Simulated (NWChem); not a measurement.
C4H3Br; SMILES C#C/C=C\Br

Results from NWChem. The geometry was optimised at PBE0/def2-SVP. Level: PBE0/def2-SVP with SMD (1 M gas to 1 M solution), gas-phase geometry.

**Question.** Among these, which solvent gives the lowest value of “dipole in solution (D)”?
A. anisole
B. water
C. ethylene glycol
D. dimethyl sulfoxide

**Answer.** A, anisole. Values: anisole 1.31; ethylene glycol 1.42; dimethyl sulfoxide 1.42; water 1.43
